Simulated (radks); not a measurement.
Task: Successive ionisation energies (eV) of one element, from differences of total energies of ions in their ground configurations, starting at charge 22: 741.46, 778.25, 815.35, 852.70, 890.27, 1004.1, 1043.4, 1808.0, 1897.0, 1987.5, 2079.6, 2173.1, 2268.2, 2364.6, 2462.5, 2561.7, 2662.3, 2986.2, 3076.8, 3168.0, 3259.6, 3351.6. Method: scalar-relativistic Kohn-Sham, PBE, spin-unpolarised, spherical densities, point nucleus; computed with a radial shooting solver on a logarithmic mesh with Libxc functionals. Which element is it?

Result: Lanthanum (Z = 57). The first species listed is La22+ in [Ar] 3d10 4s2 4p5, the last La43+ in [Ne] 3s2 3p2.
